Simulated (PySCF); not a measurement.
Input file for PySCF: R-MP2/6-31G* on H2OSSi (SMILES O[Si]S), a point of a torsion scan.

```python
from pyscf import gto, scf, dft, mp
from pyscf.data.elements import chemcore

mol = gto.M(
    atom='''
    O    -1.08760783    0.36585104   -0.37951347
    Si   -0.34082882   -0.99792711   -0.82711145
    S     0.16447099   -1.92133055    1.10703752
    H    -1.87143512    0.52812171    0.14119438
    H    -0.27476052   -0.94890058    1.89839211
    ''',
    basis='6-31g*',
    cart=True,
    charge=0, spin=0, verbose=3, max_memory=1800)
mf = scf.RHF(mol)
mf.conv_tol = 1e-8
mf.max_cycle = 100
mf.kernel()
if not mf.converged:
    mf = mf.newton().run(mf.mo_coeff, mf.mo_occ)
pt = mp.MP2(mf, frozen=chemcore(mol)).run()
```

The log:

```
converged SCF energy = -762.48016081093
E(RMP2) = -762.850630394013  E_corr = -0.370469583082369
E(SCS-RMP2) = -762.844179348437  E_corr = -0.364018537506549
```

Self-consistency was reached.

Cost: around 1.2 core-seconds (rough).
